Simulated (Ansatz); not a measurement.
Relaxing a trial structure of C3H6N2SeSi

The starting geometry of this gas-phase singlet was optimised with GFN2-xTB; its bonds are those of `C[SiH2]c1cn[se]n1`.

```yaml
atoms:
  - { symbol: C, position_ang: [-0.6623, -2.4631, 0.2975] }
  - { symbol: C, position_ang: [-1.4590, 0.3608, 1.1392] }
  - { symbol: C, position_ang: [-2.8548, 0.4300, 1.3925] }
  - { symbol: N, position_ang: [-3.4578, 1.5194, 1.0014] }
  - { symbol: N, position_ang: [-0.9771, 1.4216, 0.5399] }
  - { symbol: Se, position_ang: [-2.2740, 2.5943, 0.2528] }
  - { symbol: Si, position_ang: [-0.3276, -1.0889, 1.5655] }
  - { symbol: H, position_ang: [-0.3813, -2.1498, -0.7045] }
  - { symbol: H, position_ang: [-0.0947, -3.3575, 0.5355] }
  - { symbol: H, position_ang: [-1.7144, -2.7366, 0.2730] }
  - { symbol: H, position_ang: [1.0619, -0.6373, 1.5216] }
  - { symbol: H, position_ang: [-0.6999, -1.5337, 2.9161] }
  - { symbol: H, position_ang: [-3.4252, -0.3448, 1.8773] }
```

Task: Predict what it relaxes into with B3LYP/def2-SVP.

Result: It keeps its bonds, and is `C[SiH2]c1cn[se]n1`.

The energy falls by 0.18 eV over 26 steps:

| step | E − E(last) (eV) |
| --- | --- |
| 1 | 0.176 |
| 4 | 0.030 |
| 7 | 0.020 |
| 9 | 0.015 |
| 12 | 0.009 |
| 15 | 0.004 |
| 18 | 0.001 |
| 20 | 0.000 |
| 23 | 0.000 |
| 26 | 0.000 |

Final geometry (Å):

```yaml
atoms:
  - { symbol: C, position_ang: [-0.3825, -2.4380, 0.1239] }
  - { symbol: C, position_ang: [-1.6485, 0.2342, 1.0680] }
  - { symbol: C, position_ang: [-2.7302, 0.8468, 1.8278] }
  - { symbol: N, position_ang: [-3.3189, 1.8908, 1.3093] }
  - { symbol: N, position_ang: [-1.3768, 0.8104, -0.0827] }
  - { symbol: Se, position_ang: [-2.5165, 2.2205, -0.2840] }
  - { symbol: Si, position_ang: [-0.6085, -1.2745, 1.5829] }
  - { symbol: H, position_ang: [0.0531, -1.8898, -0.7261] }
  - { symbol: H, position_ang: [0.2881, -3.2725, 0.3839] }
  - { symbol: H, position_ang: [-1.3486, -2.8573, -0.1985] }
  - { symbol: H, position_ang: [0.7103, -0.7885, 2.0857] }
  - { symbol: H, position_ang: [-1.3196, -1.9396, 2.7165] }
  - { symbol: H, position_ang: [-3.0675, 0.4718, 2.8011] }
```

The end wasn't checked by frequencies. Run with Ansatz 0.2.0, 92 s on 4 threads of Arm Neoverse V1 (shared host).
